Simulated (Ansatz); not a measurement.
CH7BFNOSi (`NC(F)([SiH3])BO`), charge 0, multiplicity 1.

Question: Give a relaxed structure at PBE0-D4/def2-TZVP (the Gaussian-basis code of Ansatz). (Estimate.)

Answer: The calculation gave: 
Cartesian coordinates in Å:
```
N -1.630 0.356 -0.194
C -0.291 -0.047 -0.385
F 0.006 -0.305 -1.759
Si 0.836 1.438 0.083
B 0.123 -1.273 0.511
O 0.891 -2.241 -0.025
H -2.309 -0.373 -0.363
H -1.881 1.186 -0.714
H 0.828 1.659 1.552
H 0.265 2.628 -0.603
H 2.225 1.196 -0.376
H -0.197 -1.300 1.668
H 1.135 -2.923 0.605
```
This is one stationary point; other conformers may exist.
